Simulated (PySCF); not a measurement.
C8H11 (doublet state).
Geometry (GFN2-xTB, Å), atoms numbered from 1 in this order:
```xyz
19
C8H11 angstrom
C      2.8198    1.2392   -0.4424
C      1.8163    0.6302    0.0861
C      0.7232    0.0290    0.6138
C      0.4081    0.1580    1.9521
C     -0.1110   -0.7756   -0.3150
C      0.4475   -1.4515   -1.3113
C     -1.5970   -0.7727   -0.0905
C     -2.1769    0.6396   -0.1600
H      3.8029    0.7896   -0.5166
H      2.7476    2.2430   -0.8449
H     -0.4411   -0.3341    2.3850
H      1.0328    0.7399    2.6050
H     -0.1396   -2.0351   -2.0005
H      1.5130   -1.4538   -1.4670
H     -2.0702   -1.3991   -0.8491
H     -1.8238   -1.2086    0.8856
H     -1.7543    1.2672    0.6213
H     -1.9497    1.0922   -1.1229
H     -3.2573    0.6120   -0.0363
```

The hyperfine couplings belong to this conformer and change with its torsions.

Identity: `C=[C]C(=C)C(=C)CC` [radical].

Level of theory: UKS B3LYP, pcH-1 on C H, non-relativistic, mean-field spin-orbit, GIAO in PySCF. One conformer (not necessarily the lowest) at the GFN2-xTB geometry, without solvent, vibrations or thermal averaging. A GFN2-xTB geometry isn't a minimum of the functional, and hyperfine couplings can be far from their values at a DFT geometry. The frame is twisted about the C3–C5 bond at this geometry (dihedral C2–C3–C5–C6 = 34°); couplings at other torsion angles weren't computed. The SCF solution wasn't tested for stability. ⟨S²⟩ is 0.780 where a pure state has 0.75.

(1) Match the computed a_iso(13C) values +60.4, +53.3, -50.2, -40.9, +9.7, -5.4, +4.2, -2.9 MHz with the sites C1; C2; C3; C4; C5; C6; C7; C8.

## Answers

(1) 
| site | a_iso (MHz) | ρ(0) (bohr⁻³) | position | distance from C4 (Å) | spin population | largest \|T\| (MHz) |
| --- | --- | --- | --- | --- | --- | --- |
| C1 | -40.9 | -0.0364 | 1 bond from C2 | 3.57 | -0.11 | 9.8 |
| C2 | +53.3 | +0.0474 | a main spin site | 2.38 | +0.60 | 95.7 |
| C3 | -50.2 | -0.0447 | 1 bond from C2 | 1.38 | -0.24 | 26.8 |
| C4 | +60.4 | +0.0537 | largest spin population | 0.00 | +0.72 | 106.9 |
| C5 | +9.7 | +0.0086 | 2 bonds from C2 | 2.51 | +0.04 | 3.7 |
| C6 | -5.4 | -0.0048 | 3 bonds from C2 | 3.64 | -0.05 | 7.9 |
| C7 | -2.9 | -0.0026 | 3 bonds from C4 | 3.01 | 0.00 | 0.8 |
| C8 | +4.2 | +0.0037 | 4 bonds from C4 | 3.37 | 0.00 | 1.1 |

ρ(0) is the spin density at the nucleus and T the dipolar tensor; entries for several nuclei are means. The largest Mulliken spin populations are on C4 (+0.72), C2 (+0.60), C3 (-0.24) and C1 (-0.11). The angles at C4 add up to 360.0°, so it is planar; its axial dipolar tensor and the negative couplings of its protons fit spin in a p orbital normal to that plane. Main spin sites, with 60 % or more of the largest population: C2, C4; positions count bonds from the nearest.

The spin density at the nucleus, in bohr⁻³, is negative for C3 (-0.0447), C1 (-0.0364) and H11 (-0.0097), for instance. A restricted open-shell determinant has no negative spin density anywhere; here it arises because α and β orbitals differ (spin polarisation).

Means are taken over nuclei equivalent by connectivity, which assumes that they swap fast.

The SMILES draws the unpaired electron on C2; the largest computed Mulliken spin population is on C4 (0.72 against 0.60).
